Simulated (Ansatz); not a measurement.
Total energies of `FC(F)(F)c1ccc(-c2ccc(-c3ccc(-c4ccc(C(F)(F)F)s4)s3)s2)s1` from Ansatz at PBE0-D4/def2-TZVP, gas phase (1 Eh = 27.2114 eV = 2625.5 kJ/mol). The reference geometry is relaxed at PBE-D4/def2-SVP.

| state | geometry | energy (Eh) |
| --- | --- | --- |
| charge 0 singlet | reference | -2881.26458 |
| charge 1 doublet | reference | -2881.00725 |
| charge -1 doublet | reference | -2881.32568 |
| free F atom (doublet) | – | -99.67617 |
| free C atom (triplet) | – | -37.80537 |
| free S atom (triplet) | – | -397.97371 |
| free H atom (doublet) | – | -0.50104 |

Single mean-field runs in def2-TZVP are fitted with def2-universal-jkfit.

(1) Work out the vertical ionisation energy to the doublet.

(2) Work out the vertical electron affinity, to the doublet.

(3) Give the fundamental gap IE − EA, the Mulliken electronegativity (IE + EA)/2 and the hardness (IE − EA)/2.

(4) What is the binding energy per atom against free atoms?

(1) E(charge 1 doublet) − E(charge 0 singlet) = -2881.00725 − (-2881.26458) = 0.25733 Eh = 7.00 eV. For comparison, −ε of the highest occupied level is 5.87 eV at this level, 1.13 eV less.

(2) E(charge 0 singlet) − E(charge -1 doublet) = -2881.26458 − (-2881.32568) = 0.06110 Eh = 1.66 eV. The basis lacks diffuse functions, which makes affinities too small.

(3) From the values in Eh: IE − EA = 0.25733 − 0.06110 = 0.19623 Eh = 5.34 eV; (IE + EA)/2 = 4.33 eV; (IE − EA)/2 = 2.67 eV. The HOMO–LUMO gap of the same run is 3.15 eV, 2.19 eV smaller than the fundamental gap.

(4) Atoms: 6 × (-99.67617) + 18 × (-37.80537) + 4 × (-397.97371) + 8 × (-0.50104) = -2874.45684 Eh. Binding: -2874.45684 − (-2881.26458) = 6.80774 Eh = 185.25 eV, or 5.15 eV for each of 36 atoms (no zero-point energy, no counterpoise term).
